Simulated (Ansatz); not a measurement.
Consider the atomization: `C[S][Ge]([S]C)([S]C)[S]C` → 4 C• + Ge• + 12 H• + 4 S•.

Computed with Ansatz on PBE0-D4/def2-TZVP structures; ΔE is electronic, products minus reactants. CBS: MP2 limit from def2 TZ/QZ plus the TZ coupled-cluster correction, frozen cores. This one scheme is used for every species, atoms too. Functionals use def2-TZVPP. Open shells (•) are unrestricted, without spin–orbit coupling. Spin–orbit coupling would lower the free atoms: a little for C, S; clearly for Ge. For Ge outer-core shells are correlated without core-valence functions, so the limit isn't a true one: a few kJ/mol of doubt a bond, and 10 to 20 or more in all where bonds break to atoms. Scalar relativity is left out up to krypton. One conformer a species, not always the lowest.

`C[S][Ge]([S]C)([S]C)[S]C`:

Cartesian coordinates in Å:
```
C -2.139 -1.147 -1.854
S -2.146 -0.516 -0.153
Ge 0.000 0.000 0.000
S 1.309 -1.749 -0.352
C 0.674 -2.817 0.970
S 0.213 0.808 2.049
C 1.990 1.170 2.000
S 0.624 1.457 -1.544
C -0.526 2.794 -1.116
H -3.163 -1.448 -2.076
H -1.829 -0.372 -2.555
H -1.479 -2.010 -1.946
H 1.243 -3.744 0.918
H 0.821 -2.355 1.946
H -0.384 -3.032 0.821
H 2.247 1.588 2.973
H 2.217 1.898 1.221
H 2.568 0.261 1.832
H -0.355 3.142 -0.097
H -1.559 2.467 -1.224
H -0.327 3.607 -1.814
```

CCSD(T)/CBS gives +77.90 eV.

**Question.** Another level gave +74.54 eV. Which?
A. PBE0/def2-TZVPP
B. CCSD/def2-TZVPP
C. r2SCAN-D4/def2-TZVPP
D. PBE-D4/def2-TZVPP

**Answer.** B. CCSD/def2-TZVPP 74.54, PBE-D4 79.44, r2SCAN-D4 78.28, PBE0 77.67 eV.

Largest T1 diagnostic among the species: 0.011.

From BLYP to BHLYP (50 % exact exchange), in def2-TZVPP and without D4, ΔE moves by −0.90 eV: exact exchange takes away binding that semilocal exchange gives to molecules. In def2-TZVPP, CCSD(T) changes the Hartree–Fock value by +19.58 eV (the triples alone add +1.34 eV) and MP2 by +20.64 eV; breaking electron pairs costs correlation energy, which Hartree–Fock lacks. The D4 term adds +1.33 eV with B3LYP and +0.72 eV with PBE0; it sums over pairs of atoms, weighted by their polarisabilities, and B3LYP, whose exchange is more repulsive, gets the larger term.

B3LYP here is the variant with VWN-RPA as its local correlation; programs differ in this.

For atomizations the MP2-based limit and the directly extrapolated one differ by several kJ/mol either way, and by 10 to 25 for some Ge, Se and Sn compounds, so smaller differences from it don't rank the levels.
